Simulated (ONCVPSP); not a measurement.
# Transferability test, ONCV potential for Se

selenium, optimised norm-conserving Vanderbilt (ONCV), made with ONCVPSP 4.0.1 (PBE, scalar-relativistic). Core [Ar] 3d10, reference 4s2 4p4. Waves: 4s: rc 1.60 bohr, ncon 4, nbas 8, qcut 4.2 1/bohr, local; 4p: rc 1.65 bohr, ncon 5, nbas 9, qcut 4.5 1/bohr, 1 projector. Local part: the s channel. Core correction: Teter function, fcfact 3.75, rcfact 1.1.

Energies are relative to the spin-unpolarised reference configuration 4s2 4p4; without spin polarisation the order of configurations can differ from experiment.

```tsv
valence configuration	charge	ΔE all-electron (eV)	error AE − PS (meV)
4s2 4p2	+2	31.194	-19
4s2 4p1	+3	62.062	-38
```

(1) What are ΔE and the potential's error for 4s2 4p3?

(2) What are ΔE and the potential's error for 4s2 4p3.5?

Results:

(1) ΔE = 10.845 eV all-electron; the error (AE − PS) is -4.3 meV.

(2) ΔE = 4.310 eV all-electron; the error (AE − PS) is -1.2 meV.
